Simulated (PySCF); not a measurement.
Delta-SCF ions had no search for a lower state. Excitations are Tamm–Dancoff values on a coarser integration grid. The basis has no diffuse functions, so Rydberg states are missing or too high.

Cartesian coordinates (Å):
```xyz
18

F      1.8609    -1.0214     1.9173
C      0.9283    -0.5492     1.0563
C     -0.4012    -0.5243     1.4603
C     -1.3672    -0.0288     0.5523
C     -2.7911     0.1060     0.7128
C     -3.3994     0.6334    -0.4008
S     -2.2866     0.9920    -1.6939
C     -0.9337     0.4220    -0.7342
C      0.4185     0.3844    -1.1141
C      1.3786    -0.1079    -0.2123
Si     3.2140    -0.1932    -0.6419
H     -0.6786    -0.8835     2.4613
H     -3.3350    -0.1799     1.6231
H     -4.4676     0.8396    -0.5450
H      0.7271     0.7371    -2.1101
H      3.7233    -1.6069    -0.5925
H      4.0367     0.6407     0.3007
H      3.3729     0.3401    -2.0395
```
Charge 0, multiplicity 1.

Q: Predict the vertical ionisation energy (Delta-SCF), HOMO–LUMO gap, S1–T1 gap (TDA), T1 excitation (TDA) and dipole moment from PBE-D3(BJ)/def2-TZVP // PBE-D3(BJ)/def2-SVP in PySCF 2.14.0.

A: 
```yaml
vertical ionisation energy (Delta-SCF): 8.03 eV
HOMO–LUMO gap: 3.46 eV
S1–T1 gap (TDA): 0.94 eV
T1 excitation (TDA): 3.12 eV
dipole_moment: 2.09 D
```
